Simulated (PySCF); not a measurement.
**Broadened absorption spectrum of C4H8O4Si**

C₄H₈O₄Si.
Z-matrix (Å and degrees, PBE0-D3(BJ)/def2-SVP geometry), rows numbered from 1:
```
C 
C   1  1.4948
O   2  1.2098  1  125.66
O   2  1.3345  1  113.81  3  -179.82
Si  4  1.7179  2  112.82  1   178.81
O   5  1.7176  4   96.61  2  -178.94
C   6  1.3348  5  112.77  4   178.98
C   7  1.4948  6  113.91  5  -178.81
O   7  1.2098  6  120.50  5     0.63
H   1  1.0999  2  109.42  3   120.38
H   1  1.0997  2  109.60  3  -122.56
H   1  1.0952  2  110.03  3    -0.94
H   5  1.4758  4  109.95  2   -64.85
H   5  1.4759  4  110.11  2    66.83
H   8  1.0992  7  109.82  6   -53.62
H   8  1.1003  7  109.22  6    63.50
H   8  1.0952  7  110.03  6  -175.67
```

Method used: TDDFT CAM-B3LYP/def2-SVPD, vertical, gas phase, core orbitals frozen in the response in PySCF 2.14.0, density-fitted response routines.

Each state is given a Gaussian of 0.4 eV full width at half maximum, with ε(max) = 2.175×10⁸ f / Δν̃ (Δν̃ the width in cm⁻¹). The cross-section is σ = 3.8235×10⁻²¹ ε cm², given in Mb (10⁻¹⁸ cm²). The width is an assumption, not a result. The curve ends short of the highest state used, and states not computed would add to its high-energy end.

λ (nm), σ (Mb) and a bar:
```
    156.4      21.43 ##############################
    159.1      13.75 ###################
    161.7       6.12 #########
    164.4       1.66 ##
    167.0       0.30 
    169.7       0.03 
    172.3       0.00 
    174.9       0.00 
    177.6       0.00 
    180.2       0.00 
    182.9       0.00 
    185.5       0.00 
    188.2       0.00 
    190.8       0.00 
    193.5       0.01 
    196.1       0.02 
    198.8       0.06 
    201.4       0.12 
    204.1       0.21 
    206.7       0.29 
    209.4       0.33 
    212.0       0.30 
    214.7       0.23 
    217.3       0.15 
    220.0       0.08 
    222.6       0.04 
    225.3       0.02 
    227.9       0.01 
    230.6       0.00 
    233.2       0.00
```

Question: Locate the maxima and give the states behind the curve.

Answer: 210 nm (5.92 eV), ε about 86, made up of S1 (45%) and S2 (55%) (ε in L mol⁻¹ cm⁻¹; maxima over ε = 5, shares over 10%). At its high-energy end, 7.93 eV, the curve is still rising (ε about 5600, from S3, S4, S5 and S6). The states used: S1 5.92 eV (f 0.0006); S2 5.92 eV (f 0.0007); S3 7.90 eV (f 0.026); S4 7.90 eV (f 0.032); S5 8.19 eV (f 0.043); S6 8.20 eV (f 0.046); S7 8.37 eV (f 0.0017); S8 8.40 eV (f 0.0000); S9 8.53 eV (f 0.038).

Question: What would ε be at 5.92 eV, the highest of these maxima, with half the width (0.2 eV)?

Answer: About 171 L mol⁻¹ cm⁻¹ against 85.6, a factor of about 2.00; a lone state at its own centre would give exactly 2.

Question: Coming from long wavelengths, where does ε first pass 100 L mol⁻¹ cm⁻¹?

Answer: At about 167 nm (7.44 eV), 1.52 eV above S1.

Question: On this curve, what absorbance would a 10⁻³ mol/L sample give at 222 nm over a 1 cm path?

Answer: 222 nm is 5.585 eV, where ε is about 13 L mol⁻¹ cm⁻¹, so A = ε c l ≈ 0.013 (Beer–Lambert, with the gas-phase spectrum and the assumed width).

All these states lie below the vertical ionisation energy of 10.66 eV (ΔSCF).

One conformer stands for the species.
